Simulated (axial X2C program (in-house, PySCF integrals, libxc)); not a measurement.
## BrF: from the spin-free to the two-component result

Calculated with an in-house relativistic program for diatomic molecules. Spin-free means the one-electron spin-free X2C Hamiltonian; two-component (2c) means X2C with spin–orbit coupling and atomic mean-field two-electron Coulomb and Gaunt terms, so the difference of the two also holds small scalar two-electron terms. Basis: Br dyall-cv3z [8s9p6d4f1g], F dyall-av3z [7s6p3d2f] (cores contracted in-house); Gaussian nuclei, density fitting, unrestricted open shells. Masses: Br 78.918 u, F 18.998 u.

Spin-free state: M_S = 0, Λ = 0 (closed shell); fragments Br + F.

| level | Re (Å) | ωe (cm⁻¹) | De (eV) | μ (D) |
| --- | --- | --- | --- | --- |
| PBE0 | 1.753 | 701.0 | 2.655 | -1.41 |
| HF | 1.715 | 774.8 | 0.467 | -1.57 |
| MP2 | 1.763 | 684.8 | 2.897 | n/a |
| CCSD | 1.757 | 691.6 | 2.453 | n/a |
| CCSD(T) | 1.768 | 667.8 | 2.623 | n/a |

Correlated methods: 14 electrons correlated (number of frozen shells: Br 3 s, 2 p, 1 d; F 1 s), 210 virtual spin orbitals or spinors in MP2, 90 natural virtuals in coupled cluster.

Dipoles are positive if F is the positive end.

Two-component determinant lowest at the distance of the search:

Ω = 0 (closed shell); fragments Br + F.

```
  level  Re (Å)  ωe (cm⁻¹)  De (eV)  μ (D)
   PBE0   1.756      696.1    2.570  -1.43
     HF   1.716      771.0    0.309  -1.59
    MP2   1.765      680.5    2.763    n/a
   CCSD   1.759      687.7    2.314    n/a
CCSD(T)   1.770      663.7    2.481    n/a
```

Problem. From the two tables, how do the constants change at the CCSD(T) level (2c against spin-free)?

Solution. At the CCSD(T) level Re goes up by 0.002 Å and ωe goes down by 4.1 cm⁻¹; De changes by -0.142 eV.

The state is one determinant whose occupation by symmetry is held fixed; it was picked as the lowest of a PBE0 search that is not exhaustive. Closed shells are restricted here (equal orbitals for both partners); the stretched side of such a curve lies too high. Dissociation energies refer to the lowest single-determinant-based atoms at the same level and basis. Coupled cluster ran in a truncated set of natural virtual spinors; the MP2 energy of the rest was added. (T) has no such correction and the atoms are truncated less, which lowers De at CCSD(T) by a hundredth of an eV or more. The 2c atoms are single determinants rather than J levels; their spin–orbit lowering is only partly caught, and De is too large by that part. This holds for PBE0. Without a current term, density functionals place determinants with orbital angular momentum somewhat too high.
